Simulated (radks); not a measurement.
Initial-state core-level shifts of the silver ion Ag3+ when its valence configuration changes from [Kr] 4d8. Calculated with a radial shooting solver on a logarithmic mesh with Libxc functionals: scalar-relativistic Kohn-Sham, SCAN, spin-polarised, spherical densities, finite nucleus; open shells are filled with parallel spins first (spin-orbit coupling, left out, can overturn this in heavy ions); meta-GGA in the generalised Kohn-Sham scheme; Fermi nuclear charge, rms radius 4.5454 fm. Shifts are changes of the shell-averaged eigenvalues in eV (positive: less bound); the change of the density at the nucleus, which sets a Mossbauer isomer shift, is in e/bohr^3, on a base of 1.493e+05.

valence               1s       2s       3p      4p  density at nucleus
4d7 5p1           -7.512   -7.887   -7.678  -6.435               +6.54
4d7 5s1           -6.255   -6.659   -6.428  -5.192              +47.03
4d7.5 5s0.5       -3.121   -3.318   -3.208  -2.616              +22.76
4d7.5 5p0.5       -3.756   -3.937   -3.840  -3.248               +3.15
4d6.5 5s1 5p0.5  -10.041  -10.655  -10.296  -8.351              +52.29
